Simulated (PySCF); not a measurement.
H₃O, SMILES [OH3+], charge +1.

Geometry: PBE0-D3(BJ)/def2-TZVPD. The isomer is the one that the SMILES or the coordinates give; other isomers of the formula were not compared.

Level of theory: PBE0-D3(BJ)/def2-TZVPD (PySCF).

Frequencies are harmonic and unscaled.

Modes within 1.5 cm⁻¹ of each other (mostly degenerate sets) share a row, with their intensities summed.

```csv
mode,ν (cm⁻¹),IR (km/mol),Raman (Å⁴/amu),depolarisation,moving atoms (share of kinetic energy)
1,841,442.8,0.2,0.16,"H 85 %, O 15 %"
2–3,1675,208.9,2.7,0.75,H 94 %
4,3602,30.6,60.9,0.03,H 99 %
5–6,3691,946.9,18.9,0.75,H 92 %
```
